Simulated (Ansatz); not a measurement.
Cost and result up the ladder for CrN4F2H12 (relaxed from a model of trans-CrF2(NH3)4, whose bonding it doesn't keep) (19 atoms). The state is a quintet with charge 0. Geometry: PBE-D4/def2-SVP.

```
atom    x (Å)    y (Å)    z (Å)
 Cr1  -0.0483   0.0568  -0.0328
  F2   0.0757  -0.1827  -1.9019
  F3  -0.1734   0.2670   1.8413
  N4   1.8286   1.0280  -0.1170
  H5   1.8974   1.5661  -0.9911
  H6   2.6036   0.3509  -0.1437
  H7   1.9681   1.6525   0.7297
  N8  -1.9200  -0.9183   0.0488
  H9  -2.0338  -1.3347   0.9826
 H10  -1.9808  -1.6474  -0.7193
 H11  -2.7072  -0.2670  -0.0766
 N12  -1.5215  -2.3909  -2.3300
 H13  -0.9739  -3.2583  -2.4065
 H14  -0.8402  -1.5963  -2.3911
 H15  -2.1086  -2.3534  -3.1738
 N16   1.6346   2.2594   2.4187
 H17   1.1800   3.1621   2.6089
 H18   2.2406   2.0737   3.2283
 H19   0.8791   1.5325   2.4255
```

Ansatz on 2 threads of AMD EPYC 7R13 on a shared host and a share (18 GiB) of an NVIDIA H100 80GB HBM3. Times are rough, and most runs start from the orbitals of an earlier one. ωB97X-V/def2-TZVP serves as the yardstick here, not as an exact answer. Differences are given only for rows in sets of like size (and for xTB, whose basis is part of the method), since another set adds its own error. Binding counts from free atoms at the same level (Cr septet, F doublet, N quartet, H doublet; other spins of the atoms weren't run), without zero-point energy or a counterpoise term.

B3LYP takes the VWN-RPA correlation. Correlated methods freeze 11 core orbitals; core or outer-core shells of Cr are correlated, in sets that lack core-valence functions. The rows differ in basis, and correlated rows in double-zeta sets carry the largest basis error. In the quintet geometry the species has come apart into loosely held pieces.

Correlated methods converge slowly with the basis, most of all in double-zeta sets.

```csv
level,functions,wall time
PBE-D4/def2-SVP,175,3.1 s
MP2/def2-TZVP,303,3.1 s
PBE0-D4/def2-SVP,175,3.8 s
HF/STO-3G,60,4.4 s
B3LYP-D4/def2-TZVP,303,4.5 s
HF/def2-TZVP,303,4.5 s
PBE-D4/def2-TZVP,303,4.7 s
PBE0-D4/def2-TZVP (with forces),303,5.5 s
r2SCAN-D4/def2-TZVP (with forces),303,5.5 s
ωB97X-V/def2-TZVP,303,9.5 s
CCSD(T)/def2-SVP,175,14 s
```

Question: Estimate what each level gives for the binding energy per atom (eV).

Answer: 
| level | binding energy per atom (eV) | difference from ωB97X-V/def2-TZVP (eV) |
| --- | --- | --- |
| PBE-D4/def2-SVP | 3.50 | – |
| MP2/def2-TZVP | 3.27 | -0.16 |
| PBE0-D4/def2-SVP | 3.39 | – |
| HF/STO-3G | 2.57 | – |
| B3LYP-D4/def2-TZVP | 3.45 | 0.01 |
| HF/def2-TZVP | 2.29 | -1.14 |
| PBE-D4/def2-TZVP | 3.48 | 0.05 |
| PBE0-D4/def2-TZVP (with forces) | 3.38 | -0.06 |
| r2SCAN-D4/def2-TZVP (with forces) | 3.39 | -0.05 |
| ωB97X-V/def2-TZVP | 3.44 | 0.00 |
| CCSD(T)/def2-SVP | 3.21 | – |
